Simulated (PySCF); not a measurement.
WF₂H₄, SMILES [F][WH4][F], multiplicity 1.

Coordinates come from a PBE0-D3(BJ)/def2-TZVP optimisation. The geometry has at least one imaginary mode, so it is a saddle point at that level. The multiplicity is an assumed one; no other spin state was optimised. The structure was generated by enumeration; whether it is a known compound was not checked. The def2 effective core potentials stand for the cores of W; spin–orbit coupling is left out.

Level of theory: r2SCAN/def2-TZVPD (PySCF).

The molecule is in vacuum.

```json
{
  "total_energy": "-269.23150 hartree",
  "point_group": "C2v",
  "highest_occupied_level": "-7.12 eV",
  "lowest_empty_level": "-4.27 eV",
  "orbital_gap": "2.85 eV",
  "dipole_moment": "0.25 D",
  "quadrupole, principal values (traceless, Buckingham form, about the centre of nuclear charge)": "-8.82, 2.23, 6.59 D·Å",
  "mean_static_polarisability": "50.5 bohr³ (7.49 Å³)",
  "polarisability_principal_values": "47.3, 49.9, 54.5 bohr³"
}
```
